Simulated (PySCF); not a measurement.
States of one metal complex from SC-NEVPT2 in the d shell, PySCF, above the ground state:

```json
{"2S+1": "2", "degeneracy": "2", "energy / cm⁻¹": "0", "f (electric dipole)": "–"}
{"2S+1": "2", "degeneracy": "3", "energy / cm⁻¹": "8438", "f (electric dipole)": "4.0e-04"}
```

Question: Which of these complexes, all computed at model or optimised geometries, gave the data?
A. [TiCl6]3- (d1, octahedral)
B. [CuF4]2- (d9, square planar)
C. [TiF4]- (d1, tetrahedral)
D. TiF3 (d1, trigonal planar)

Answer: C. [TiF4]- (d1, tetrahedral) has 2E, then 2T2 at 8438 cm⁻¹ (NEVPT2). The others: [TiCl6]3- (d1, octahedral) has 2T2g, then 2Eg at 14944 cm⁻¹ (NEVPT2); [CuF4]2- (d9, square planar) has 2B1g, then 2B2g at 11700, 2Eg at 16034 cm⁻¹ (NEVPT2); TiF3 (d1, trigonal planar) has 2A1', then 2E'' at 5769, 2E' at 23369 cm⁻¹ (NEVPT2).

On [TiF4]-: The ground state is orbitally degenerate in this regular structure, which would distort (Jahn–Teller). NEVPT2 on the d shell alone tends to put d–d bands too high for such charged or covalently bound ions.
